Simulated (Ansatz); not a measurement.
```yaml
crystal:
  periodic: [false, false, false]
  atoms:
    - {symbol: Au, position_ang: [-0.000006, 0.000000, 0.000010]}
    - {symbol: F, position_ang: [-1.180816, 1.190583, 1.081470]}
    - {symbol: F, position_ang: [1.180821, -1.190584, -1.081481]}
basis:
  gaussian: {orbitals: def2-mTZVP}
total_charge: -1
hamiltonian: {xc: {name: wB97X-V}}
accuracy: high
scf: {omitted_lower_state_checks: [starts]}
output: {forces: true}
```

```sh
$ ansatz run in.yaml --threads 4 --pin off --events-out ev --progress --plain --max-ram 3916MiB
```

Shortened log:

```
Functional definition: wB97X-V
1375 factors; integrals over basis functions are off by at most 8.2e-9 eV
303 factors; integrals over basis functions are off by at most 1.5e-9 eV
mean field evaluation 1: about -9127.9972 eV, gradient 2.4e1 eV
mean field evaluation 2: about -9128.3214 eV, gradient 2.5e1 eV
mean field evaluation 4: about -9129.2066 eV, gradient 1.6e0 eV
mean field evaluation 8: about -9129.3204 eV, gradient 1.4e-1 eV
mean field evaluation 16: about -9129.3206 eV, gradient 1.5e-5 eV
mean field -9129.32061855 eV, -335.4963446559 hartree, gradient 5.7e-8 eV, S^2 0.000000; 0 other end points of the search recorded, 0 dependent functions left out
reference -9129.32061837 eV, -335.4963446493 hartree; 19, 19 occupied and 55, 55 virtual orbitals, 1375 factors
Total energy: -9129.32061837 eV, -335.4963446493 hartree
Atom 0 at    -0.000006     0.000000     0.000010 Å, force     0.000275    -0.000249    -0.000278 eV/Å
Atom 1 at    -1.180816     1.190583     1.081470 Å, force    -0.023919     0.024103     0.021920 eV/Å
Atom 2 at     1.180821    -1.190584    -1.081481 Å, force     0.023644    -0.023853    -0.021642 eV/Å
Dipole moment:    -0.000019     0.000014     0.000022 e Å
Checks for a lower state left out: starts
```

Hardware: 4 threads of Arm Neoverse V2 on a shared host. Wall time 12 s.

In the def2 sets Au takes a core potential; there is no spin–orbit coupling. The highest occupied level of an anion often lies above zero with these methods, and sets without diffuse functions describe the outer electron poorly.

The dipole of an ion depends on the origin.
